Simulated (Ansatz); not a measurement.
Relaxation of ClFH$_{4}$OW (8 atoms, charge 0, multiplicity 1), to a largest force component of 0.02 eV/Å in at most 40 steps.

All numbers below come from Ansatz, RKS PBE0/def2-SVP.

```xyz
8
Properties=species:S:1:pos:R:3:forces:R:3
W 0.000 0.000 0.000 -4.15 -3.10 -3.15
H 0.000 0.000 1.720 0.47 0.13 0.57
H 1.720 0.000 0.000 0.26 0.49 0.50
H 0.000 1.720 0.000 0.67 0.65 0.82
Cl -2.390 0.000 0.000 1.01 0.68 0.49
O 0.000 -1.940 0.000 1.85 0.79 2.98
H 0.382 -2.277 0.872 -0.71 -0.17 -1.52
F 0.000 0.000 -1.850 0.59 0.53 -0.69
```

Problem. Where does it end, and by what steps?

Solution. The forces met the threshold. After 11 steps the energy has fallen by 3.260 eV; H3 moved furthest, 0.52 Å.

| step | energy less start (eV) | largest force component (eV/Å) | accepted |
| --- | --- | --- | --- |
| 0 | 0.0000 | 4.146 | yes |
| 1 | -1.3855 | 1.923 | yes |
| 2 | -2.2825 | 2.604 | yes |
| 3 | -2.9816 | 1.961 | yes |
| 4 | -3.2249 | 1.040 | yes |
| 5 | -3.1107 | 2.324 | no |
| 6 | -3.2535 | 0.195 | yes |
| 7 | -3.2548 | 0.182 | yes |
| 8 | -3.2589 | 0.066 | yes |
| 9 | -3.2595 | 0.046 | yes |
| 10 | -3.2595 | 0.029 | yes |
| 11 | -3.2596 | 0.010 | yes |

```xyz
8
Properties=species:S:1:pos:R:3
W -0.320 -0.257 -0.286
H -0.013 0.083 1.320
H 1.241 0.081 0.184
H 0.110 1.302 0.110
Cl -2.442 0.411 0.260
O 0.101 -2.001 0.236
H 0.713 -2.318 0.911
F 0.320 0.203 -1.992
```

Whether the end is a true minimum wasn't checked by a vibrational analysis.

The run took 68 s on 1 thread of Arm Neoverse V2, on a shared host, peak memory 0.21 GiB.
